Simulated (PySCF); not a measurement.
# Assigning NMR signals

Geometry:
```
atom   x (Å)   y (Å)   z (Å)
  C1   2.737   1.139   0.617
  B2   1.444   0.467   0.040
  C3   1.351   0.100  -1.480
 Si4  -0.127   0.084   1.258
 Si5  -1.132  -1.999   0.733
 Si6  -2.494  -0.909  -0.862
 Si7  -2.090   1.071   0.360
  H8   2.982   0.856   1.651
  H9   2.503   2.223   0.654
 H10   3.626   1.031  -0.024
 H11   1.882  -0.871  -1.567
 H12   0.344  -0.056  -1.892
 H13   1.910   0.801  -2.123
 H14   0.102   0.337   2.718
 H15  -0.254  -3.126   0.287
 H16  -1.983  -2.471   1.872
 H17  -1.836  -0.868  -2.207
 H18  -3.907  -1.370  -1.034
 H19  -1.967   2.366  -0.380
 H20  -3.134   1.221   1.425
```

Method: geometry: PBE0-D3(BJ)/def2-SVP, σ from GIAO-PBE0/pcSseg-1, in PySCF 2.14.0 with density-fitted response routines (a single conformation, no solvent model, non-relativistic Hamiltonian, one averaged value for each set of equivalent atoms).

Shifts are taken against calculated references (same method and geometry level): $^{1}$H against TMS.

Assign these signals to the numbered atoms. $^{1}$H NMR (500 MHz, computed): δ 4.32 (m, 1H), 4.25 (m, 1H), 4.14 (m, 2H), 3.90 (m, 2H), 3.89 (m, 1H), 1.47 (s, 6H).

Answers


4.32 → H18, hydrogen on a silicon bonded to 2 Si, in a 4-membered ring
4.25 → H17, hydrogen on a silicon bonded to 2 Si, in a 4-membered ring
4.14 → H16/H20, hydrogen on a silicon bonded to 2 Si, in a 4-membered ring
3.90 → H15/H19, hydrogen on a silicon bonded to 2 Si, in a 4-membered ring
3.89 → H14, hydrogen on a silicon bonded to B, 2 Si, in a 4-membered ring
1.47 → H8/H9/H10/H11/H12/H13, hydrogen on a methyl carbon bonded to B

H18 and H17; H17 and H16/H20; H15/H19 and H14 lie closer than the usual error of such a calculation, so a measured spectrum could show them in the other order.

No couplings were computed; multiplicities are counted from neighbouring protons, with m where these are inequivalent, close in shift, in a saturated or five-membered ring or joined by F or P, and br s for small geminal =CH2 splittings.
